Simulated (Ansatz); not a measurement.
All values below come from frozen-core CCSD(T)/cc-pVDZ // PBE0-D3(BJ)/def2-SVP (Ansatz, a quantum-chemistry and plane-wave program). The restricted HF reference is unstable towards unrestricted orbitals.

Ansatz 0.2 input:
```yaml
crystal:
  periodic: [false, false, false]
  atoms:
    - { symbol: Si, position_ang: [3.237826, 0.000182, -0.351066] }
    - { symbol: C, position_ang: [1.377717, 0.044397, -0.066822] }
    - { symbol: C, position_ang: [0.505154, -0.509433, -1.003803] }
    - { symbol: C, position_ang: [-0.873154, -0.469605, -0.780022] }
    - { symbol: S, position_ang: [-2.12516, -1.095664, -1.810376] }
    - { symbol: C, position_ang: [-3.347538, -0.572233, -0.702645] }
    - { symbol: C, position_ang: [-2.849619, 0.049319, 0.401144] }
    - { symbol: C, position_ang: [-1.416437, 0.124006, 0.384727] }
    - { symbol: C, position_ang: [-0.541788, 0.683228, 1.331526] }
    - { symbol: C, position_ang: [0.819443, 0.633406, 1.090981] }
    - { symbol: Cl, position_ang: [1.897884, 1.328039, 2.26791] }
    - { symbol: H, position_ang: [3.811926, 1.376011, -0.423484] }
    - { symbol: H, position_ang: [3.936538, -0.762872, 0.724708] }
    - { symbol: H, position_ang: [3.455635, -0.689517, -1.659494] }
    - { symbol: H, position_ang: [0.900628, -0.973369, -1.910952] }
    - { symbol: H, position_ang: [-4.394808, -0.760119, -0.93898] }
    - { symbol: H, position_ang: [-3.470984, 0.444795, 1.205279] }
    - { symbol: H, position_ang: [-0.923264, 1.149427, 2.241369] }
basis:
  gaussian: { orbitals: cc-pVDZ }
correlation:
  method: ccsd_t
```

Output:

```
Functional definition: HF
1929 factors; integrals over basis functions are off by at most 1.1e-3 eV
mean field evaluation 1: about -39532.9166 eV, gradient 3.6e1 eV
mean field evaluation 2: about -39533.3934 eV, gradient 3.6e1 eV
mean field evaluation 4: about -39538.0387 eV, gradient 6.6e0 eV
mean field evaluation 8: about -39538.1893 eV, gradient 2.0e-1 eV
mean field evaluation 16: about -39536.9159 eV, gradient 1.6e1 eV
mean field -39538.18968777 eV, -1453.0016710780 hartree, gradient 1.5e-6 eV, S^2 0.000000; 0 other end points of the search recorded, 0 dependent functions left out; unrestricted orbitals would lower it
23 core orbitals not correlated
reference -39538.18968777 eV, -1453.0016710780 hartree; 28, 28 occupied and 150, 150 virtual orbitals, 1929 factors
second order -38.38906617 eV of doubles, -0.00000000 eV of singles
cycle   1  -38.62292403 eV  change   -2.3e-1 eV  update   1.7e-1
cycle   2  -39.82473461 eV  change    -1.2e0 eV  update   5.4e-2
cycle   3  -40.09304980 eV  change   -2.7e-1 eV  update   2.4e-2
cycle   4  -40.08966823 eV  change    3.4e-3 eV  update   6.9e-3
cycle   5  -40.09027241 eV  change   -6.0e-4 eV  update   3.6e-3
cycle   6  -40.09163012 eV  change   -1.4e-3 eV  update   1.1e-3
cycle   7  -40.09084573 eV  change    7.8e-4 eV  update   5.5e-4
cycle   8  -40.09078099 eV  change    6.5e-5 eV  update   2.5e-4
cycle   9  -40.09083286 eV  change   -5.2e-5 eV  update   1.1e-4
cycle  10  -40.09078569 eV  change    4.7e-5 eV  update   4.2e-5
perturbative correction -1.82053343 eV, -0.0669033694 hartree
Total energy: -39580.10100689 eV, -1454.5418836470 hartree
```

Cost: very roughly 6 core-minutes.
